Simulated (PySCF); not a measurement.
Species: C6H9O (doublet state).
Z-matrix (Å and degrees, GFN2-xTB geometry), rows numbered from 1:
```
C 
C   1  1.5230
C   2  1.5327  1  114.67
C   3  1.5362  2  105.26  1  -147.87
C   4  1.4710  3  104.43  2    24.00
C   5  1.4215  4  112.04  3   -14.17
O   6  1.2244  2  125.11  1   -39.96
H   1  1.0873  2  109.47  3   173.41
H   1  1.0879  2  110.79  3   -66.24
H   1  1.0882  2  110.38  3    54.35
H   2  1.0966  1  108.73  3   123.63
H   3  1.0886  2  112.47  1    89.43
H   3  1.0912  2  109.23  1   -30.55
H   4  1.0936  3  113.42  2   146.65
H   4  1.0986  3  110.74  2   -94.20
H   5  1.0757  4  124.04  3   168.57
```

The hyperfine couplings belong to this conformer and change with its torsions.

As a line formula: `C[C@@H]1CC[CH]C1=O` [radical].

Computed, not measured: UKS B3LYP, pcH-1 on C H O, non-relativistic, mean-field spin-orbit, GIAO in PySCF. One conformer (not necessarily the lowest) at the GFN2-xTB geometry, without solvent, vibrations or thermal averaging. A GFN2-xTB geometry isn't a minimum of the functional, and hyperfine couplings can be far from their values at a DFT geometry. No stability test was run, so a lower SCF solution isn't excluded.

Predict the first-order ENDOR lines of H15, H14, H16, H11, H13 and H12 under fast tumbling at B = 1206.3 mT (Q band).

ν± = |νn ± a/2|, one line for each electron-spin manifold; νn = |g_N| × 7.62259 MHz/T × B.

```json
{"nuclei": "H15", "isotope": "1H", "g_N": "5.5857", "νn (MHz)": "51.36", "a_iso (MHz)": "139.67", "lower line (MHz)": "18.48", "upper line (MHz)": "121.20"}
{"nuclei": "H14", "isotope": "1H", "g_N": "5.5857", "νn (MHz)": "51.36", "a_iso (MHz)": "77.86", "lower line (MHz)": "12.43", "upper line (MHz)": "90.29"}
{"nuclei": "H16", "isotope": "1H", "g_N": "5.5857", "νn (MHz)": "51.36", "a_iso (MHz)": "-49.17", "lower line (MHz)": "26.78", "upper line (MHz)": "75.95"}
{"nuclei": "H11", "isotope": "1H", "g_N": "5.5857", "νn (MHz)": "51.36", "a_iso (MHz)": "4.53", "lower line (MHz)": "49.10", "upper line (MHz)": "53.63"}
{"nuclei": "H13", "isotope": "1H", "g_N": "5.5857", "νn (MHz)": "51.36", "a_iso (MHz)": "-1.24", "lower line (MHz)": "50.74", "upper line (MHz)": "51.98"}
{"nuclei": "H12", "isotope": "1H", "g_N": "5.5857", "νn (MHz)": "51.36", "a_iso (MHz)": "-0.87", "lower line (MHz)": "50.93", "upper line (MHz)": "51.80"}
```

Which pairs are centred on the nuclear Larmor frequency, and which on half the coupling?

Centred on νn, since |a| < 2νn: H14, H16, H11, H13 and H12. Centred on |a|/2 and split by 2νn: H15.

At what field would the lower line of H16 fall to zero frequency?

Where νn = |a|/2, that is B = 24.59 MHz/(5.5857 × 7.62259 MHz/T) = 577 mT, as far as first order holds there.

Largest spin populations (Mulliken): C5 (+0.81), O7 (+0.30), C6 (-0.11) and C4 (-0.07). The positive populations add up to 1.21 and the negative ones to -0.21, together 2S = 1. The angles at C5 add up to 359.9°, so it is planar; its axial dipolar tensor and the negative coupling of its proton fit spin in a p orbital normal to that plane.

Time: 65 s (with the writing of density and orbital grids); peak memory 0.98 GiB. Hardware: one thread of an Arm Neoverse V1, no GPU, shared host with 32 logical CPUs at a one-minute load of 19.
